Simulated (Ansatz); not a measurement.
Complex (SMILES): Cl (HCl) with Cl (HCl), atoms 1 to 2 the first; geometry from B3LYP-D3(BJ)/def2-TZVP, monomers rigid:
```xyz
4

Cl     0.8867    -0.0511     0.1397
H     -0.2309     0.0366     0.7652
Cl    -0.6491    -3.0596    -1.4835
H      0.0587    -2.0731    -1.0529
```

Interaction energy at PBE with Ansatz (a program for electronic structure), kcal/mol, without and with the counterpoise correction (monomers among the partner's ghost functions). Cartesian d functions, on some or all atoms, in 6-31+G*; all else is spherical. The program fits the integrals of some runs and decomposes those of others, by size. No added dispersion term, no relativity. Reference, counterpoise-corrected: the value in aug-cc-pV(5+d)Z, -1.98.

```tsv
basis	functions	uncorrected	counterpoise	counterpoise correction	mean of both
STO-3G	20	-3.39	-2.25	1.14	-2.82
6-31G	30	-2.52	-2.14	0.38	-2.33
6-31+G*	50	-2.17	-1.95	0.21	-2.06
def2-TZVPP	112	-2.32	-2.00	0.32	-2.16
def2-TZVPPD	136	-2.04	-1.95	0.09	-2.00
cc-pV(5+d)Z	310	-2.04	-1.98	0.06	-2.01
pcseg-4	332	-1.97	-1.97	0.00	-1.97
aug-cc-pV(5+d)Z	432	-1.99	-1.98	0.02	-1.98
```

The corrected value lies nearer the reference in 7 of 8 rows.
